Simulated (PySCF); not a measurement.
**Computed properties of FGeH5Si, SMILES [GeH3][SiH2]F**

FGeH5Si, SMILES F[SiH2][GeH3]. Geometry: B3LYP-D3(BJ)/def2-SVP. The structure was generated by enumeration, and PubChem lists no compound with its InChIKey, so it may never have been made. Other conformers were not sampled. All values are computed for the isolated molecule unless a solvent is named; none is compared with measurement here.

**Structure.** The optimised structure has Cs symmetry. All 18 harmonic modes at B3LYP-D3(BJ)/def2-SVP (PySCF) are real, so it is a minimum. With heavy atoms numbered as in [SiH2:1]([F:2])[GeH3:3], the shortest bond between them is Si1–F2 at 1.635 Å and the longest Si1–Ge3 at 2.389 Å.

**Vibrations.** The strongest infrared lines (harmonic, unscaled, degenerate partners summed) lie at 788 cm⁻¹ (329 km/mol, H 95 %), 920 cm⁻¹ (203 km/mol, H 71 %, Si 20 %, F 9 %), 2232 cm⁻¹ (141 km/mol, H 96 %). The softest mode is at 89 cm⁻¹ and the zero-point energy is 26.9 kcal/mol.

**Electronic structure.** PBE0/def2-TZVPD (PySCF) places the frontier levels at -8.35 and -0.70 eV, a gap of 7.65 eV, and gives a dipole moment of 1.37 D and a mean polarisability of 63.2 bohr³.

**Excitations.** TDA-B3LYP/def2-SVPD (PySCF) has S1 at 6.40 eV (194 nm, f = 0.019, weak); the most intense of the 10 singlets computed lies at 7.67 eV (f = 0.25). T1 (TDA) is at 5.73 eV, 0.67 eV under S1. No vertical singlet excitation falls in the visible range (under 3.1 eV).

**NMR.** GIAO shifts at B3LYP/pcSseg-1 (PySCF) (non-relativistic, atoms alike by connectivity averaged): ¹H from 3.9 to 6.0 ppm against TMS; ²⁹Si at 13.3 ppm against TMS; ¹⁹F at -255.8 ppm against CFCl3.
